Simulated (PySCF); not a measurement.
# What a mistake does to a calculation on BCH4NSi

Calculated results; nothing here was measured. The program is PySCF 2.14.0, an open-source quantum chemistry code, run on an isolated molecule that a program drew, which may never have been made. The molecule is BCH4NSi (charge 0, singlet), drawn as the SMILES string `NC=B[SiH]`.

Each row is a Hartree-Fock (HF) and frozen-core CCSD(T) single point in the cc-pV(D+d)Z basis, meant for a local HF minimum. Run 1 is clean. Each other run has one planted mistake out of seven kinds, and not every kind appears here: one electron removed, one electron added, multiplicity raised by two, geometry at a saddle point, minimal basis STO-3G, one bond length entered in bohr, all coordinates scaled. The reference is restricted for singlets and unrestricted otherwise, and also for a bond in bohr. Adding or removing an electron swaps singlet and doublet. Electrons count all cores. HOMO and LUMO are orbital energies over both spins, the gradient is its largest component, and the lowest frequency (negative if imaginary) is given only where the gradient is small. Bond lengths are over the 7 bonds as drawn. T1 is the CCSD diagnostic: over 0.02 (restricted) or 0.045 (unrestricted) a single reference is doubtful.

Geometry of the clean run:
```xyz
8
BCH4NSi, angstrom
N     0.1742   -0.8415    3.9303
C     0.4280   -0.3879    2.6644
B     0.9586   -1.0200    1.4945
Si    1.6508   -1.6241   -0.1935
H     0.6282   -1.6891    4.2048
H     0.1614   -0.1545    4.6562
H     0.1220    0.6446    2.4960
H     1.9757   -2.9878    0.3943
```

```
run  electrons  basis functions  <S^2>  HOMO (eV)  LUMO (eV)  gradient (hartree/bohr)  lowest frequency (cm^-1)  mean bond (Å)  longest bond (Å)      T1  HF (hartree)  CCSD(T) (hartree)                          mistake
  1         36               85  0.000      -7.53       0.82                  1.3e-05                       120         1.3331             1.922  0.0255    -408.15089         -408.68043                         no fault
  2         36               85  1.341      -8.71       0.31                  6.0e-02                         -         1.4602             1.922  0.0568    -408.03911         -408.53933  one bond length entered in bohr
  3         36               85  2.029      -6.37       0.32                  4.9e-02                         -         1.3331             1.922  0.0296    -408.11940         -408.62308       multiplicity raised by two
  4         36               85  0.000      -7.30       1.02                  3.0e-05                      -359         1.3289             1.912  0.0264    -408.15010         -408.67985                                ?
  5         37               85  0.908      -0.88       7.24                  4.2e-02                         -         1.3331             1.922  0.0298    -408.15286         -408.68323                                ?
```

**Which mistake was planted in run 4, and what did it cost?**

The gradient is small, so the point is stationary, but the lowest frequency is imaginary (-359 cm^-1). So the mistake is: geometry at a saddle point. Subtracting run 1 and multiplying by 627.51 kcal/mol a hartree, the energy moved by 0.5 kcal/mol in HF and 0.4 kcal/mol in CCSD(T).

**Which mistake was planted in run 5, and what did it cost?**

It counts 37 electrons, one more than the clean run, at the same geometry and basis. So the mistake is: one electron added. Subtracting run 1 and multiplying by 627.51 kcal/mol a hartree, the energy moved by -1.2 kcal/mol in HF and -1.8 kcal/mol in CCSD(T).

Cautions from the logs. Run 1: T1 is over the limit, so its CCSD(T) energy is less reliable; run 2: T1 is over the limit, so its CCSD(T) energy is less reliable; run 4: T1 is over the limit, so its CCSD(T) energy is less reliable.
